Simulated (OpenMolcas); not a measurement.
**F⁵⁺: effect of the basis set**

```json
{
  "Program": "OpenMolcas 26.06",
  "Method": "SS-CASPT2, IPEA 0.25 Eh, imaginary shift 0.1 Eh (closed shells correlated: 1s)",
  "Active space": "2 electrons in 8 orbitals (2s 2p 3s 3p)",
  "State averaging": "2S+1 = 3 even, 3 roots; 2S+1 = 1 even, 6 roots; 2S+1 = 3 odd, 3 roots; 2S+1 = 1 odd, 3 roots",
  "Spin-orbit coupling": "state interaction with AMFI integrals over the reference wave functions, term energies averaged over their components"
}
```

A. ANO-RCC-VTZP [4s3p2d1f], DKH2, point nucleus; CASPT2 step roughly 2.2 core-seconds
B. ANO-RCC-VQZP [5s4p3d2f1g], DKH2, point nucleus; CASPT2 step of the order of 3 core-seconds
C. ANO-RCC [8s7p4d3f2g], DKH2, point nucleus; CASPT2 step about 4 core-seconds

Energies in cm⁻¹ above 2s² ¹S₀, the measured ground level; measured values from Moore, Atomic Energy Levels, vol. I, NSRDS-NBS 35 (1971 reprint of NBS Circular 467, 1949).

```json
{"Level": "2s² ¹S₀", "A": "0.0", "B": "0.0", "C": "0.0", "Measured": "0.0"}
{"Level": "2s 2p ³P°₀", "A": "96740", "B": "96630", "C": "96700", "Measured": ""}
{"Level": "2s 2p ³P°₁", "A": "97020", "B": "96910", "C": "96980", "Measured": "96861"}
{"Level": "2s 2p ³P°₂", "A": "97570", "B": "97480", "C": "97540", "Measured": "97437"}
{"Level": "2s 2p ¹P°₁", "A": "189880", "B": "188500", "C": "188010", "Measured": ""}
{"Level": "2p² ³P₀", "A": "252210", "B": "251770", "C": "251680", "Measured": ""}
{"Level": "2p² ³P₁", "A": "252480", "B": "252050", "C": "251950", "Measured": "251635"}
{"Level": "2p² ³P₂", "A": "253020", "B": "252600", "C": "252500", "Measured": "252145"}
{"Level": "2p² ¹D₂", "A": "276900", "B": "275850", "C": "275600", "Measured": "274597"}
```

Deviations, from unrounded energies. A percentage is the sum of absolute deviations over the sum of measured energies, with the sign that they share, or ± where signs differ.

```tsv
Against measurement	Levels	A	B	C
mean absolute deviation (cm-1)	5	860	440	380
other configurations (%)	5	+0.4	+0.2	+0.2
```

C lies closest to measurement on these levels and A furthest from it. The largest miss of C in the table is 2p² ¹D₂, by +1000 cm-1. The ranking rests on the paired levels alone, and a cruder setting can come out closer through cancelling errors.

Among A to C the level of the table that moves most is 2s 2p ¹P°₁, by 1900 cm-1 (lowest in C, highest in A). Moves below CASPT2's spread within the term are not significant.

Term energies are means over components that CASPT2 splits; among the terms shown or strongly mixed into the levels shown the widest spread is 16 cm-1 (2p² ¹D, C). Active for correlation alone: 3p 3s; no level in the range computed is led by a configuration that fills them, so any true level of that kind is missing. Measured partners are found by configuration, term and J. A level has none where our copy of the source lacks it or the pairing is in doubt (some pairs that miss far off the trend of their configuration count as doubtful), and it then counts in no deviation. Only configurations of the active space appear.

° marks odd parity.
